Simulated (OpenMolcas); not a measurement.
TiO2 (titanium dioxide): methods side by side

TiO2 has 3 atoms, charge 0, and is taken as a singlet. SMILES: `[O]=[Ti]=[O]`. The coordinates come from a PBE0-D4/def2-TZVP relaxation.

```xyz
3

O     0.9210    0.9288    0.4446
Ti    0.1350   -0.4920    0.3316
O    -1.0561   -0.4368   -0.7762
```

Quantity: the dipole moment, in D. The values are calculated.

```json
{"level": "BLYP/aug-cc-pVDZ", "kind": "GGA", "program": "OpenMolcas", "value (D)": "6.31"}
{"level": "PBE/aug-cc-pVDZ", "kind": "GGA", "program": "OpenMolcas", "value (D)": "6.31"}
{"level": "M06-L/aug-cc-pVDZ", "kind": "meta-GGA", "program": "OpenMolcas", "value (D)": "6.75"}
{"level": "r2SCAN/aug-cc-pVDZ", "kind": "meta-GGA", "program": "OpenMolcas", "value (D)": "6.59"}
{"level": "B3LYP/aug-cc-pVDZ", "kind": "global hybrid", "program": "OpenMolcas", "value (D)": "6.65"}
{"level": "BHLYP/aug-cc-pVDZ", "kind": "global hybrid", "program": "OpenMolcas", "value (D)": "7.12"}
{"level": "M06-2X/aug-cc-pVDZ", "kind": "hybrid meta-GGA", "program": "OpenMolcas", "value (D)": "6.99"}
{"level": "PBE0/aug-cc-pVDZ", "kind": "global hybrid", "program": "OpenMolcas", "value (D)": "6.72"}
```

The values span 6.31 to 7.12 D.
